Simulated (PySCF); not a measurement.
Coordinates in bohr (charge -1 multiplicity 6):
```
Fe    0.0000    0.0000    0.0000
S     3.9967    0.0000    0.0000
S    -3.9967    0.0000    0.0000
```

These are results of UPBE0/[Fe def2-SVPD, S def2-SVPD], no relativity, density fitting, PySCF, not measurements.

This geometry of [FeS2]- is a stationary point at this level.

Q: What is the point group?

A: D∞h.

Q: Is it a minimum?

A: Yes: all harmonic wavenumbers are real, though the softest, 49 cm⁻¹, leaves little margin.

Q: What are the dipole moment and the gap between the highest occupied and lowest empty levels of either spin?

A: 0.00 D about the centre of mass and 3.18 eV.

Q: Give the atomic charges and bond orders.

A: 
```
atom  Mulliken  Löwdin  polar tensor  spin (Mulliken)  Mayer order to Fe1
 Fe1      0.62    0.45          1.05             4.15                   –
S2,3     -0.81   -0.73         -1.02             0.43                1.53
```

Q: Give the ideal-gas entropy at 298.15 K and 1 bar by parts.

A: translation 168.6, rotation 70.4, vibration 47.2, spin 14.9; total 301.1 J/(mol K).

Other isomers or separated fragments may lie lower. Open d and f shells are described by one determinant, and the ground state may have another occupation or spin. The lowest empty level of this anion is unbound, so it and the gap depend on the basis.
